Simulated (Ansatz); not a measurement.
`C[CH2][InH][F]` + H₂Se → `[F][InH][SeH]` + `CC`  (ligand exchange at the In–C bond)

Isolated molecules relaxed with PBE0-D4/def2-TZVP in Ansatz; ΔE leaves out vibrations. CCSD(T)/CBS adds triple-zeta CCSD(T) − MP2 to the extrapolated MP2 energy (def2 sets, frozen cores). This one scheme is used for every species. Functionals use def2-TZVPP. B3LYP here is the variant with VWN-RPA as its local correlation; programs differ in this. Elements past krypton have def2 core potentials. For In, Se outer-core shells are correlated without core-valence functions, which leaves a few kJ/mol of doubt a bond. Scalar relativity is left out up to krypton. One conformer a species, not always the lowest.

| level | ΔE (kJ/mol) | difference from CCSD(T)/CBS |
| --- | --- | --- |
| LDA (SPW92) | -129.4 | 5.2 |
| BLYP-D4 | -132.0 | 2.6 |
| r2SCANh-D4 | -141.1 | -6.5 |
| r2SCAN0-D4 | -143.2 | -8.6 |
| BHLYP-D4 | -145.1 | -10.5 |
| r2SCAN | -140.4 | -5.8 |
| PBE0 | -140.6 | -6.0 |
| B3LYP | -140.0 | -5.4 |
| BHLYP | -146.3 | -11.7 |
| RPA@PBE/def2-TZVPP | -124.9 | 9.7 |
| CCSD/def2-SVP | -141.8 | -7.2 |
| CCSD(T)/def2-SVP | -140.5 | -5.9 |
| MP2/def2-TZVPP | -133.3 | 1.3 |
| SCS-MP2/def2-TZVPP | -133.6 | 1.0 |
| CCSD/def2-TZVPP | -133.4 | 1.2 |
| CCSD(T)/def2-TZVPP | -131.6 | 3.0 |
| CCSD(T)/CBS | -134.6 | 0 |

Task: What do rigid-rotor, harmonic-oscillator terms from PBE0-D4/def2-TZVP frequencies (298.15 K, 1 bar) make of the CCSD(T)/CBS value? (Estimate.)

Result: The calculation gave: ΔZPE = +12.2 kJ/mol, ΔH = -124.2 kJ/mol, ΔS = -18 J/(mol·K), ΔG = -118.9 kJ/mol. Modes under 50 cm⁻¹ make the entropy rough.

Largest T1 diagnostic among the species: 0.014.

From r2SCAN to r2SCAN0 (25 % exact exchange), in def2-TZVPP and without D4, ΔE moves by −3.6 kJ/mol. In def2-TZVPP, CCSD(T) changes the Hartree–Fock value by +25.4 kJ/mol (the triples alone add +1.8 kJ/mol) and MP2 by +23.8 kJ/mol. The D4 term adds +3.0 kJ/mol with B3LYP and +1.7 kJ/mol with PBE0; it sums over pairs of atoms, weighted by their polarisabilities, and B3LYP, whose exchange is more repulsive, gets the larger term.
